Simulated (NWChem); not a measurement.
System: SiI4; SMILES I[Si](I)(I)I

Not confirmed as a minimum by frequencies. def2 effective core potentials on I; no spin-orbit coupling.

Q: Give the equilibrium geometry at PBE-D3(BJ)/def2-SVP with def2 effective core potentials on I (NWChem) as a Z-matrix, with the point group.

A: point group Td; any orientation.
```
Si
I 1 2.4622
I 1 2.4623 2 109.47
I 1 2.4623 2 109.47 3 120.00
I 1 2.4623 2 109.47 4 120.00
```
